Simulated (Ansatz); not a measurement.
Wavefunction ladder for `O[SiH2]S[Si](F)(Cl)Cl`

```xyz
10

O    -0.1837   -1.8430    1.2792
Si   -1.0705   -0.4973    1.0221
S    -1.1999    0.0313   -1.0730
Si    0.7242    0.8236   -1.2618
F     1.7514   -0.0811   -0.4438
Cl    0.9256    2.6966   -0.5156
Cl    1.2853    0.8134   -3.2031
H     0.7462   -1.8099    1.0424
H    -0.5202    0.6757    1.7417
H    -2.4584   -0.8092    1.4119
```

The species carries charge 0 and has multiplicity 1. The structure was optimised at the PBE0-D4/def2-TZVP level. It is one conformer, not always the lowest. Frozen core, restricted reference, Ansatz 0.2.0. CBS rows extrapolate triple and quadruple zeta; past MP2 they add the triple-zeta difference.

| basis | HF (Eh) | MP2 corr. |
| --- | --- | --- |
| def2-TZVPP | -2070.88286 | -1.27264 |
| def2-QZVPP | -2070.94625 | -1.39277 |

(1) Estimate the CCSD correlation energy and the (T) correction in each basis where they were run (hartree).

Results:

(1) 
```
     basis  CCSD corr.       (T)
def2-TZVPP    -1.33113  -0.05406
 CBS(def2)    -1.54024     as TZ
```
